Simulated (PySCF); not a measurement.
PySCF input file for 1,2,4-triazole (C2H3N3), SMILES c1n[nH]cn1, TDA-LC-ωPBE/def2-SVPD. Coordinates come from a PBE0-D3(BJ)/def2-SVP optimisation.

```python
import numpy as np
from pyscf import gto, scf, dft, tdscf

mol = gto.M(
    atom='''
    C     0.01319107    1.11462605    0.00000000
    N     1.15007177    0.37573459    0.00000000
    C     0.69594949   -0.85723487    0.00000000
    N    -0.65145350   -0.84099016    0.00000000
    N    -1.10534738    0.41434420    0.00000000
    H     0.00617501    2.20415214    0.00000000
    H     1.28619663   -1.77332456    0.00000000
    H    -1.30011119   -1.61879508    0.00000000
    ''',
    basis='def2-SVPD',
    charge=0,
    spin=0,
    symmetry=True,
    max_memory=1600,
    verbose=4,
)
mf = dft.RKS(mol, xc='lc_wpbe').density_fit(auxbasis='def2-universal-jkfit')
mf.grids.level = 3
mf.conv_tol = 1e-9
mf.max_cycle = 100
mf.kernel()
mf.grids = dft.Grids(mol).set(level=1).build(with_non0tab=True)  # coarser grid for the response kernel
td = tdscf.TDA(mf)
td.singlet = True
td.nstates = 10
td.conv_tol = 1e-4
td.positive_eig_threshold = 1e-6
td.kernel(x0=td.get_init_guess(mf, 15))
td.analyze()
tt = tdscf.TDA(mf)
tt.singlet = False
tt.nstates = 4
tt.conv_tol = 1e-4
tt.positive_eig_threshold = 1e-6
tt.kernel(x0=tt.get_init_guess(mf, 9))
tt.analyze(verbose=3)
```

Output:

```
PySCF version 2.14.0

[INPUT] verbose = 4
[INPUT] num. atoms = 8
[INPUT] num. electrons = 36
[INPUT] charge = 0
[INPUT] spin (= nelec alpha-beta = 2S) = 0
[INPUT] symmetry True subgroup None
[INPUT] Mole.unit = angstrom
[INPUT] Symbol           X                Y                Z      unit          X                Y                Z       unit  Magmom
[INPUT]  1 C      0.013191070000   1.114626050000   0.000000000000 AA    0.024927509590   2.106337965806   0.000000000000 Bohr   0.0
[INPUT]  2 N      1.150071770000   0.375734590000   0.000000000000 AA    2.173320668894   0.710035470626   0.000000000000 Bohr   0.0
[INPUT]  3 C      0.695949490000  -0.857234870000   0.000000000000 AA    1.315153932631  -1.619939128727   0.000000000000 Bohr   0.0
[INPUT]  4 N     -0.651453500000  -0.840990160000   0.000000000000 AA   -1.231068697889  -1.589241075854   0.000000000000 Bohr   0.0
[INPUT]  5 N     -1.105347380000   0.414344200000   0.000000000000 AA   -2.088803820706   0.782997059302   0.000000000000 Bohr   0.0
[INPUT]  6 H      0.006175010000   2.204152140000   0.000000000000 AA    0.011669077716   4.165243881474   0.000000000000 Bohr   0.0
[INPUT]  7 H      1.286196630000  -1.773324560000   0.000000000000 AA    2.430559373039  -3.351097748365   0.000000000000 Bohr   0.0
[INPUT]  8 H     -1.300111190000  -1.618795080000   0.000000000000 AA   -2.456854080582  -3.059079352993   0.000000000000 Bohr   0.0

nuclear repulsion = 166.193985478856
point group symmetry = Cs
symmetry origin: [ 2.09969570e-09 -5.24923931e-10  0.00000000e+00]
symmetry axis x: [1.00000000e+00 3.73739392e-09 0.00000000e+00]
symmetry axis y: [-3.73739392e-09  1.00000000e+00  0.00000000e+00]
symmetry axis z: [0. 0. 1.]
num. orbitals of irrep A' = 88
num. orbitals of irrep A" = 36
number of shells = 52
number of NR pGTOs = 180
number of NR cGTOs = 124
basis = def2-SVPD
ecp = {}


[settings echo left out]
init E= -243.107054119012
HOMO (A") = -0.271380024011785  LUMO (A") = 0.00538689386548175  gap/eV = 7.53121
cycle= 1 E= -241.868920717099  delta_E= 1.24  |g|= 0.501  |ddm|= 4.17
HOMO (A') = -0.346686047765588  LUMO (A") = 0.0543023059222802  gap/eV = 10.91145
cycle= 2 E= -241.882796014102  delta_E= -0.0139  |g|= 0.511  |ddm|= 1.38
HOMO (A") = -0.39552243032303  LUMO (A") = 0.0808968664916239  gap/eV = 12.96403
cycle= 3 E= -241.933630044618  delta_E= -0.0508  |g|= 0.052  |ddm|= 0.724
HOMO (A") = -0.391568201520543  LUMO (A") = 0.0847341766286638  gap/eV = 12.96085
cycle= 4 E= -241.934278910117  delta_E= -0.000649  |g|= 0.0254  |ddm|= 0.112
HOMO (A") = -0.392717200658951  LUMO (A") = 0.0847120444802787  gap/eV = 12.99151
cycle= 5 E= -241.934432491832  delta_E= -0.000154  |g|= 0.0108  |ddm|= 0.0474
HOMO (A") = -0.393461619371344  LUMO (A") = 0.0841340955955778  gap/eV = 12.99604
cycle= 6 E= -241.934462897385  delta_E= -3.04e-05  |g|= 0.0028  |ddm|= 0.0189
HOMO (A") = -0.392931860802396  LUMO (A") = 0.0843911068105165  gap/eV = 12.98862
cycle= 7 E= -241.93446619528  delta_E= -3.3e-06  |g|= 0.00132  |ddm|= 0.00678
HOMO (A") = -0.393023049497457  LUMO (A") = 0.084379601046892  gap/eV = 12.99079
cycle= 8 E= -241.934466917215  delta_E= -7.22e-07  |g|= 0.000507  |ddm|= 0.0032
HOMO (A") = -0.393062950960652  LUMO (A") = 0.0843291161231887  gap/eV = 12.99050
cycle= 9 E= -241.934467033535  delta_E= -1.16e-07  |g|= 0.000142  |ddm|= 0.00119
HOMO (A") = -0.393048855506029  LUMO (A") = 0.0843458045228811  gap/eV = 12.99057
cycle= 10 E= -241.93446704711  delta_E= -1.36e-08  |g|= 3.54e-05  |ddm|= 0.000416
HOMO (A") = -0.393049192941595  LUMO (A") = 0.0843474720760309  gap/eV = 12.99062
cycle= 11 E= -241.934467048042  delta_E= -9.32e-10  |g|= 2.08e-05  |ddm|= 0.000168
HOMO (A") = -0.393049765211105  LUMO (A") = 0.0843464265631813  gap/eV = 12.99061
Extra cycle  E= -241.934467048128  delta_E= -8.69e-11  |g|= 1.65e-05  |ddm|= 6.48e-05
converged SCF energy = -241.934467048128
tot grids = 33136
Overwritten attributes  positive_eig_threshold  of <class 'pyscf.tdscf.rks.TDA'>


******** <class 'pyscf.tdscf.rks.TDA'> for <class 'pyscf.df.df_jk.DFSymAdaptedRKS'> ********
nstates = 10 singlet
deg_eia_thresh = 1.000e-03
wfnsym = None
conv_tol = 0.0001
eigh lindep = 1e-12
eigh level_shift = 0
eigh max_cycle = 100


Excitation energies (eV)
[6.75242583 7.69953677 7.72742321 8.02743212 8.24521769 8.3475939
 8.9860807  9.14170166 9.19820658 9.32383959]

** Singlet excitation energies and oscillator strengths **
Excited State   1:   A"      6.75243 eV    183.61 nm  f=0.0092
      17 -> 19       -0.69644
Excited State   2:   A'      7.69954 eV    161.03 nm  f=0.0871
      16 -> 19        0.31918
      16 -> 23       -0.18427
      18 -> 19        0.52036
      18 -> 23        0.27397
Excited State   3:   A"      7.72742 eV    160.45 nm  f=0.0006
      15 -> 19        0.35734
      17 -> 23       -0.59510
Excited State   4:   A'      8.02743 eV    154.45 nm  f=0.0783
      16 -> 19       -0.46311
      16 -> 23       -0.11152
      18 -> 19        0.38837
      18 -> 23       -0.29505
Excited State   5:   A"      8.24522 eV    150.37 nm  f=0.0035
      18 -> 20       -0.66933
      18 -> 22       -0.15322
Excited State   6:   A"      8.34759 eV    148.53 nm  f=0.0072
      15 -> 19        0.58728
      15 -> 23       -0.12659
      17 -> 23        0.35431
Excited State   7:   A'      8.98608 eV    137.97 nm  f=0.0518
      15 -> 22        0.11641
      17 -> 20        0.63668
      17 -> 21        0.18195
      17 -> 24       -0.11547
      18 -> 23       -0.10547
Excited State   8:   A"      9.14170 eV    135.62 nm  f=0.0003
      16 -> 20       -0.55719
      18 -> 21        0.34309
      18 -> 22       -0.15339
      18 -> 24       -0.10487
Excited State   9:   A'      9.19821 eV    134.79 nm  f=0.4480
      16 -> 19       -0.34484
      16 -> 23        0.18461
      18 -> 23        0.51967
Excited State  10:   A"      9.32384 eV    132.98 nm  f=0.0171
      16 -> 20       -0.35910
      18 -> 21       -0.56097
      18 -> 24        0.14492

** Transition electric dipole moments (AU) **
state          X           Y           Z        Dip. S.      Osc.
  1        -0.0000      0.0000     -0.2353      0.0553      0.0092
  2         0.6778     -0.0496     -0.0000      0.4619      0.0871
  3         0.0000      0.0000     -0.0551      0.0030      0.0006
  4         0.5159     -0.3635      0.0000      0.3983      0.0783
  5        -0.0000      0.0000     -0.1320      0.0174      0.0035
  6         0.0000      0.0000      0.1881      0.0354      0.0072
  7        -0.4663      0.1336      0.0000      0.2353      0.0518
  8         0.0000     -0.0000     -0.0352      0.0012      0.0003
  9        -0.1587     -1.4009      0.0000      1.9878      0.4480
 10        -0.0000      0.0000      0.2734      0.0747      0.0171

** Transition velocity dipole moments (imaginary part, AU) **
state          X           Y           Z        Dip. S.      Osc.
  1        -0.0000      0.0000      0.0278      0.0008      0.0021
  2         0.0162     -0.0193     -0.0000      0.0006      0.0015
  3        -0.0000      0.0000      0.0040      0.0000      0.0000
  4         0.0080      0.0044      0.0000      0.0001      0.0002
  5        -0.0000      0.0000     -0.0505      0.0026      0.0056
  6         0.0000      0.0000     -0.0203      0.0004      0.0009
  7        -0.1446     -0.0019      0.0000      0.0209      0.0422
  8         0.0000     -0.0000     -0.0389      0.0015      0.0030
  9        -0.0172     -0.1425      0.0000      0.0206      0.0407
 10        -0.0000      0.0000      0.1111      0.0124      0.0240

** Transition magnetic dipole moments (imaginary part, AU) **
state          X           Y           Z
  1         0.0777      0.1340     -0.0000
  2         0.0000      0.0000     -0.1532
  3         0.0838     -1.5664      0.0000
  4         0.0000      0.0000      0.4762
  5        -0.6600     -0.2690     -0.0000
  6        -0.3578     -0.4851      0.0000
  7        -0.0000     -0.0000     -0.0988
  8         0.1030      0.7346      0.0000
  9        -0.0000     -0.0000     -0.1047
 10        -0.6129      0.0398     -0.0000


******** <class 'pyscf.tdscf.rks.TDA'> for <class 'pyscf.df.df_jk.DFSymAdaptedRKS'> ********
nstates = 4 triplet
deg_eia_thresh = 1.000e-03
wfnsym = None
conv_tol = 0.0001
eigh lindep = 1e-12
eigh level_shift = 0
eigh max_cycle = 100


Excitation energies (eV)
[4.84304693 6.11997225 6.15779367 6.54611681]

** Triplet excitation energies and oscillator strengths **
Excited State   1:   A'      4.84305 eV    256.00 nm  f=0.0000
Excited State   2:   A"      6.11997 eV    202.59 nm  f=0.0000
Excited State   3:   A'      6.15779 eV    201.35 nm  f=0.0000
Excited State   4:   A'      6.54612 eV    189.40 nm  f=0.0000
```

Self-consistency was reached.
